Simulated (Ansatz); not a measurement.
`C[SiH](Cl)CF` + `[OH][In]([Cl])[Br]` → `O[SiH](Cl)CF` + `[CH3][In]([Cl])[Br]`  (redistribution)

Gas-phase electronic energies from Ansatz, PBE0-D4/def2-TZVP geometries. CBS: MP2 limit from def2 TZ/QZ plus the TZ coupled-cluster correction, frozen cores. Functionals use def2-TZVPP. B3LYP here is the variant with VWN-RPA as its local correlation; programs differ in this. def2 core potentials past Kr. For Br, In outer-core shells are correlated without core-valence functions, which leaves a few kJ/mol of doubt a bond. Scalar relativity is left out up to krypton. One conformer a species, not always the lowest.

```tsv
level	ΔE (kJ/mol)	difference from CCSD(T)/CBS
PBE-D4	-64.5	5.6
r2SCAN-D4	-70.4	-0.3
PBE0-D4	-70.5	-0.4
ωB97M-V	-73.2	-3.1
PBE	-65.0	5.1
r2SCAN	-70.6	-0.5
PBE0	-71.0	-0.9
B3LYP	-73.4	-3.3
HF/def2-TZVPP	-79.5	-9.4
CCSD/def2-TZVPP	-75.8	-5.7
CCSD(T)/def2-TZVPP	-73.7	-3.6
HF/def2-QZVPP	-79.2	-9.1
MP2/def2-QZVPP	-74.5	-4.4
HF/CBS(def2)	-79.2	-9.1
MP2/CBS(def2)	-73.1	-3.0
CCSD/CBS(def2)	-72.2	-2.1
CCSD(T)/CBS	-70.1	0
```

Largest T1 diagnostic among the species: 0.013.

From PBE to PBE0 (25 % exact exchange), in def2-TZVPP and without D4, ΔE moves by −6.0 kJ/mol.
